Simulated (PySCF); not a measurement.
CH5B. Atoms are numbered in the order given.

```xyz
7

B      0.8703     0.0209     0.0000
H      1.4838    -0.0088     1.0243
H      1.4838    -0.0088    -1.0243
C     -0.6810     0.0164     0.0000
H     -0.9451    -1.0559     0.0000
H     -1.1441     0.4353    -0.8947
H     -1.1441     0.4353     0.8947
```

Coordinates come from a B3LYP-D3(BJ)/def2-TZVP optimisation.

Calculation: PySCF with TDA-CAM-B3LYP/def2-TZVPD.

Vertical excitations.  State labels are in the subgroup Cs.

Computed lowest excited states:
```
state  symmetry  energy (eV)  λ (nm)      f          main pairs
-----  --------  -----------  ------  -----  ------------------
S1           A"         5.90     210  0.000      HOMO→LUMO 97 %
S2           A'         6.30     197  0.002    HOMO−1→LUMO 97 %
S3           A"         8.42     147  0.011    HOMO→LUMO+1 95 %
S4           A'         8.85     140  0.019  HOMO−1→LUMO+1 89 %
S5           A"         9.09     136  0.001    HOMO−3→LUMO 96 %
S6           A'         9.20     135  0.148    HOMO−2→LUMO 93 %
S7           A"         9.23     134  0.080    HOMO→LUMO+2 93 %
S8           A'         9.74     127  0.230  HOMO−1→LUMO+2 90 %
S9           A'        10.11     123  0.062    HOMO→LUMO+3 92 %
S10          A"        10.17     122  0.019    HOMO→LUMO+4 93 %
T1           A"         5.20     238      0      HOMO→LUMO 94 %
T2           A'         5.65     220      0    HOMO−1→LUMO 96 %
T3           A'         8.22     151      0    HOMO−2→LUMO 94 %
T4           A"         8.26     150      0    HOMO→LUMO+1 92 %
```
Triplets are in the Tamm–Dancoff approximation.
